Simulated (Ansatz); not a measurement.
Ansatz (a first-principles code) input (PBE/def2-TZVP):

Ansatz 0.2 input:
```yaml
crystal:
  periodic: [false, false, false]
  atoms:
    - {symbol: Si, position_ang: [0.80172697, 0.65942074, -0.30393476]}
    - {symbol: C, position_ang: [1.69314382, -0.91129996, -0.72699685]}
    - {symbol: F, position_ang: [1.34538183, 1.13462435, 1.13814831]}
    - {symbol: N, position_ang: [-0.90119306, 0.44712482, -0.28363841]}
    - {symbol: Si, position_ang: [-1.86402725, -0.89644365, 0.24012325]}
    - {symbol: H, position_ang: [1.10131138, 1.77216044, -1.22865872]}
    - {symbol: H, position_ang: [1.39558728, -1.27416158, -1.71265824]}
    - {symbol: H, position_ang: [2.77155911, -0.74193343, -0.73591068]}
    - {symbol: H, position_ang: [1.48461135, -1.69607279, 0.00195563]}
    - {symbol: H, position_ang: [-1.42461926, 1.28111385, -0.51725375]}
    - {symbol: H, position_ang: [-2.79400996, -0.50227718, 1.32512924]}
    - {symbol: H, position_ang: [-0.94363425, -1.94240699, 0.73383838]}
    - {symbol: H, position_ang: [-2.67754968, -1.45179467, -0.86896539]}
basis:
  gaussian:
    orbitals: def2-TZVP
hamiltonian:
  xc: {name: PBE}
relax: {f_tol: 0.003, max_steps: 100}
```

Output:

```
Functional definition: PBE
integrals: 0.15 GiB planned
1347 factors; their error is unknown
0.29 GiB of the device are held for the grids
1.14 GiB of device memory are held for the factors and their scratch space
mean field: 0.93 GiB planned
mean field evaluation 1: about -21104.0311 eV, gradient 9.5e1 eV
mean field evaluation 2: about -21062.7247 eV, gradient 1.5e2 eV
mean field evaluation 4: about -21120.9255 eV, gradient 1.6e1 eV
mean field evaluation 8: about -21121.4674 eV, gradient 9.6e-2 eV
mean field evaluation 16: about -21121.4440 eV, gradient 1.3e-4 eV
mean field -21121.44397604 eV, -776.1987494906 hartree, gradient 1.8e-5 eV, S^2 0.000000; 0 other end points of the search recorded, 0 dependent functions left out
the calculation of the forces begins
reference -21121.44402454 eV, -776.1987512729 hartree; 29, 29 occupied and 186, 186 virtual orbitals, 1347 factors
relax step   1: F+E_penalty+E_count = -21121.44397604 eV  Δ(F+E_penalty+E_count) = +0.000e0 eV  max|allowed force component| = 3.799e-1 eV/Å  Δτ_max = 0.0000 Å  (28 SCF iters, accepted)
these checks for a lower state are left out or cut short: starts, cluster_reference, orbital_swaps, neighbouring_geometries, increment
integrals: 0.15 GiB planned
1347 factors; their error is unknown
0.29 GiB of the device are held for the grids
1.14 GiB of device memory are held for the factors and their scratch space
mean field: 0.92 GiB planned
mean field -21121.46051621 eV, -776.1993573305 hartree, gradient 1.9e-5 eV, S^2 0.000000; 0 other end points of the search recorded, 0 dependent functions left out
the calculation of the forces begins
reference -21121.46056482 eV, -776.1993591171 hartree; 29, 29 occupied and 186, 186 virtual orbitals, 1347 factors
relax step   2: F+E_penalty+E_count = -21121.46051621 eV  Δ(F+E_penalty+E_count) = -1.654e-2 eV  max|allowed force component| = 2.236e-1 eV/Å  Δτ_max = 0.0199 Å  (32 SCF iters, accepted)
these checks for a lower state are left out or cut short: starts, cluster_reference, orbital_swaps, neighbouring_geometries, increment
integrals: 0.15 GiB planned
1347 factors; their error is unknown
0.29 GiB of the device are held for the grids
1.14 GiB of device memory are held for the factors and their scratch space
mean field: 0.92 GiB planned
mean field evaluation 32: about -21121.4635 eV, gradient 1.9e-5 eV
mean field -21121.46351292 eV, -776.1994674575 hartree, gradient 1.9e-5 eV, S^2 0.000000; 0 other end points of the search recorded, 0 dependent functions left out
the calculation of the forces begins
reference -21121.46356162 eV, -776.1994692472 hartree; 29, 29 occupied and 186, 186 virtual orbitals, 1347 factors
relax step   3: F+E_penalty+E_count = -21121.46351292 eV  Δ(F+E_penalty+E_count) = -2.997e-3 eV  max|allowed force component| = 5.714e-2 eV/Å  Δτ_max = 0.0124 Å  (32 SCF iters, accepted)
these checks for a lower state are left out or cut short: starts, cluster_reference, orbital_swaps, neighbouring_geometries, increment
integrals: 0.15 GiB planned
1347 factors; their error is unknown
0.29 GiB of the device are held for the grids
1.14 GiB of device memory are held for the factors and their scratch space
mean field: 0.92 GiB planned
mean field -21121.46363270 eV, -776.1994718594 hartree, gradient 1.9e-5 eV, S^2 0.000000; 0 other end points of the search recorded, 0 dependent functions left out
the calculation of the forces begins
reference -21121.46368141 eV, -776.1994736494 hartree; 29, 29 occupied and 186, 186 virtual orbitals, 1347 factors
relax step   4: F+E_penalty+E_count = -21121.46363270 eV  Δ(F+E_penalty+E_count) = -1.198e-4 eV  max|allowed force component| = 8.633e-3 eV/Å  Δτ_max = 0.0054 Å  (33 SCF iters, accepted)
these checks for a lower state are left out or cut short: starts, cluster_reference, orbital_swaps, neighbouring_geometries, increment
integrals: 0.15 GiB planned
1347 factors; their error is unknown
0.29 GiB of the device are held for the grids
1.14 GiB of device memory are held for the factors and their scratch space
mean field: 0.92 GiB planned
[...]
0.29 GiB of the device are held for the grids
1.14 GiB of device memory are held for the factors and their scratch space
mean field: 0.92 GiB planned
mean field -21121.46395842 eV, -776.1994838293 hartree, gradient 1.6e-5 eV, S^2 0.000000; 0 other end points of the search recorded, 0 dependent functions left out
the calculation of the forces begins
reference -21121.46400708 eV, -776.1994856178 hartree; 29, 29 occupied and 186, 186 virtual orbitals, 1347 factors
relax step   7: F+E_penalty+E_count = -21121.46395842 eV  Δ(F+E_penalty+E_count) = -1.558e-4 eV  max|allowed force component| = 7.632e-3 eV/Å  Δτ_max = 0.0321 Å  (31 SCF iters, accepted)
these checks for a lower state are left out or cut short: starts, cluster_reference, orbital_swaps, neighbouring_geometries, increment
integrals: 0.15 GiB planned
1347 factors; their error is unknown
0.29 GiB of the device are held for the grids
1.14 GiB of device memory are held for the factors and their scratch space
mean field: 0.92 GiB planned
mean field evaluation 64: about -21121.4640 eV, gradient 7.9e-5 eV
mean field -21121.46402573 eV, -776.1994863032 hartree, gradient 2.0e-5 eV, S^2 0.000000; 0 other end points of the search recorded, 0 dependent functions left out
the calculation of the forces begins
reference -21121.46407441 eV, -776.1994880920 hartree; 29, 29 occupied and 186, 186 virtual orbitals, 1347 factors
relax step   8: F+E_penalty+E_count = -21121.46402573 eV  Δ(F+E_penalty+E_count) = -6.732e-5 eV  max|allowed force component| = 1.005e-2 eV/Å  Δτ_max = 0.0335 Å  (31 SCF iters, accepted)
these checks for a lower state are left out or cut short: starts, cluster_reference, orbital_swaps, neighbouring_geometries, increment
integrals: 0.15 GiB planned
1347 factors; their error is unknown
0.29 GiB of the device are held for the grids
1.14 GiB of device memory are held for the factors and their scratch space
mean field: 0.92 GiB planned
mean field -21121.46407638 eV, -776.1994881642 hartree, gradient 1.9e-5 eV, S^2 0.000000; 0 other end points of the search recorded, 0 dependent functions left out
the calculation of the forces begins
reference -21121.46412506 eV, -776.1994899533 hartree; 29, 29 occupied and 186, 186 virtual orbitals, 1347 factors
relax step   9: F+E_penalty+E_count = -21121.46407638 eV  Δ(F+E_penalty+E_count) = -5.064e-5 eV  max|allowed force component| = 8.202e-3 eV/Å  Δτ_max = 0.0132 Å  (31 SCF iters, accepted)
these checks for a lower state are left out or cut short: starts, cluster_reference, orbital_swaps, neighbouring_geometries, increment
integrals: 0.15 GiB planned
1347 factors; their error is unknown
0.29 GiB of the device are held for the grids
1.14 GiB of device memory are held for the factors and their scratch space
mean field: 0.92 GiB planned
mean field -21121.46410056 eV, -776.1994890530 hartree, gradient 1.7e-5 eV, S^2 0.000000; 0 other end points of the search recorded, 0 dependent functions left out
the calculation of the forces begins
reference -21121.46414924 eV, -776.1994908420 hartree; 29, 29 occupied and 186, 186 virtual orbitals, 1347 factors
relax step  10: F+E_penalty+E_count = -21121.46410056 eV  Δ(F+E_penalty+E_count) = -2.418e-5 eV  max|allowed force component| = 4.775e-3 eV/Å  Δτ_max = 0.0055 Å  (23 SCF iters, accepted)
these checks for a lower state are left out or cut short: starts, cluster_reference, orbital_swaps, neighbouring_geometries, increment
integrals: 0.15 GiB planned
1347 factors; their error is unknown
0.29 GiB of the device are held for the grids
1.14 GiB of device memory are held for the factors and their scratch space
mean field: 0.92 GiB planned
mean field -21121.46410990 eV, -776.1994893961 hartree, gradient 2.2e-5 eV, S^2 0.000000; 0 other end points of the search recorded, 0 dependent functions left out
the calculation of the forces begins
reference -21121.46415858 eV, -776.1994911853 hartree; 29, 29 occupied and 186, 186 virtual orbitals, 1347 factors
relax step  11: F+E_penalty+E_count = -21121.46410990 eV  Δ(F+E_penalty+E_count) = -9.338e-6 eV  max|allowed force component| = 3.103e-3 eV/Å  Δτ_max = 0.0073 Å  (23 SCF iters, accepted)
these checks for a lower state are left out or cut short: starts, cluster_reference, orbital_swaps, neighbouring_geometries, increment
integrals: 0.15 GiB planned
1347 factors; their error is unknown
0.29 GiB of the device are held for the grids
1.14 GiB of device memory are held for the factors and their scratch space
mean field: 0.92 GiB planned
mean field -21121.46411544 eV, -776.1994896000 hartree, gradient 6.6e-6 eV, S^2 0.000000; 0 other end points of the search recorded, 0 dependent functions left out
the calculation of the forces begins
reference -21121.46416413 eV, -776.1994913893 hartree; 29, 29 occupied and 186, 186 virtual orbitals, 1347 factors
relax step  12: F+E_penalty+E_count = -21121.46411544 eV  Δ(F+E_penalty+E_count) = -5.547e-6 eV  max|allowed force component| = 3.295e-3 eV/Å  Δτ_max = 0.0072 Å  (24 SCF iters, accepted)
these checks for a lower state are left out or cut short: starts, cluster_reference, orbital_swaps, neighbouring_geometries, increment
integrals: 0.15 GiB planned
1347 factors; their error is unknown
0.29 GiB of the device are held for the grids
1.14 GiB of device memory are held for the factors and their scratch space
mean field: 0.92 GiB planned
mean field evaluation 96: about -21121.4641 eV, gradient 7.9e-5 eV
mean field -21121.46412173 eV, -776.1994898309 hartree, gradient 1.9e-5 eV, S^2 0.000000; 0 other end points of the search recorded, 0 dependent functions left out
the calculation of the forces begins
reference -21121.46417043 eV, -776.1994916206 hartree; 29, 29 occupied and 186, 186 virtual orbitals, 1347 factors
relax step  13: F+E_penalty+E_count = -21121.46412173 eV  Δ(F+E_penalty+E_count) = -6.284e-6 eV  max|allowed force component| = 6.493e-3 eV/Å  Δτ_max = 0.0125 Å  (32 SCF iters, accepted)
these checks for a lower state are left out or cut short: starts, cluster_reference, orbital_swaps, neighbouring_geometries, increment
integrals: 0.15 GiB planned
1347 factors; their error is unknown
0.29 GiB of the device are held for the grids
1.14 GiB of device memory are held for the factors and their scratch space
mean field: 0.92 GiB planned
mean field -21121.46412664 eV, -776.1994900114 hartree, gradient 1.9e-5 eV, S^2 0.000000; 0 other end points of the search recorded, 0 dependent functions left out
the calculation of the forces begins
reference -21121.46417535 eV, -776.1994918013 hartree; 29, 29 occupied and 186, 186 virtual orbitals, 1347 factors
relax step  14: F+E_penalty+E_count = -21121.46412664 eV  Δ(F+E_penalty+E_count) = -4.911e-6 eV  max|allowed force component| = 6.188e-3 eV/Å  Δτ_max = 0.0102 Å  (32 SCF iters, accepted)
these checks for a lower state are left out or cut short: starts, cluster_reference, orbital_swaps, neighbouring_geometries, increment
integrals: 0.15 GiB planned
1347 factors; their error is unknown
0.29 GiB of the device are held for the grids
1.14 GiB of device memory are held for the factors and their scratch space
mean field: 0.92 GiB planned
mean field -21121.46412993 eV, -776.1994901322 hartree, gradient 1.3e-5 eV, S^2 0.000000; 0 other end points of the search recorded, 0 dependent functions left out
the calculation of the forces begins
reference -21121.46417863 eV, -776.1994919220 hartree; 29, 29 occupied and 186, 186 virtual orbitals, 1347 factors
relax step  15: F+E_penalty+E_count = -21121.46412993 eV  Δ(F+E_penalty+E_count) = -3.286e-6 eV  max|allowed force component| = 2.989e-3 eV/Å  Δτ_max = 0.0028 Å  (23 SCF iters, accepted)
integrals: 0.15 GiB planned
1347 factors; their error is unknown
0.29 GiB of the device are held for the grids
1.14 GiB of device memory are held for the factors and their scratch space
mean field: 0.92 GiB planned
mean field evaluation 128: about -21121.4641 eV, gradient 3.2e-3 eV
mean field -21121.46412993 eV, -776.1994901322 hartree, gradient 1.5e-5 eV, S^2 0.000000; 1 other end points of the search recorded, 0 dependent functions left out
the calculation of the forces begins
reference -21121.46417863 eV, -776.1994919220 hartree; 29, 29 occupied and 186, 186 virtual orbitals, 1347 factors
Total energy: -21121.46417863 eV, -776.1994919220 hartree
Atom 0 at     0.800797     0.652929    -0.310834 Å, force     0.002348     0.000305     0.001591 eV/Å
Atom 1 at     1.731905    -0.908467    -0.715011 Å, force    -0.001085     0.001026    -0.000530 eV/Å
Atom 2 at     1.313948     1.144629     1.152437 Å, force    -0.001053    -0.001060    -0.002989 eV/Å
Atom 3 at    -0.911831     0.425030    -0.333369 Å, force    -0.001497    -0.001624     0.000893 eV/Å
Atom 4 at    -1.893066    -0.895550     0.247461 Å, force     0.000332     0.001660     0.000114 eV/Å
Atom 5 at     1.099576     1.780476    -1.242085 Å, force     0.000537    -0.000134     0.000009 eV/Å
Atom 6 at     1.479529    -1.264899    -1.724040 Å, force     0.000443     0.000495     0.001244 eV/Å
Atom 7 at     2.814376    -0.718654    -0.676546 Å, force    -0.000054    -0.000349     0.000128 eV/Å
Atom 8 at     1.505899    -1.711826     0.000461 Å, force     0.000253     0.000336    -0.000239 eV/Å
Atom 9 at    -1.432863     1.263345    -0.590889 Å, force    -0.000130    -0.000253     0.000413 eV/Å
Atom 10 at    -2.725006    -0.503513     1.429123 Å, force     0.000371    -0.000898    -0.001404 eV/Å
Atom 11 at    -0.970753    -2.000497     0.642644 Å, force    -0.001328     0.000546    -0.000668 eV/Å
Atom 12 at    -2.824223    -1.384949    -0.818175 Å, force     0.000862    -0.000050     0.001439 eV/Å
Dipole moment:    -0.130533    -0.078446    -0.287677 e Å
```
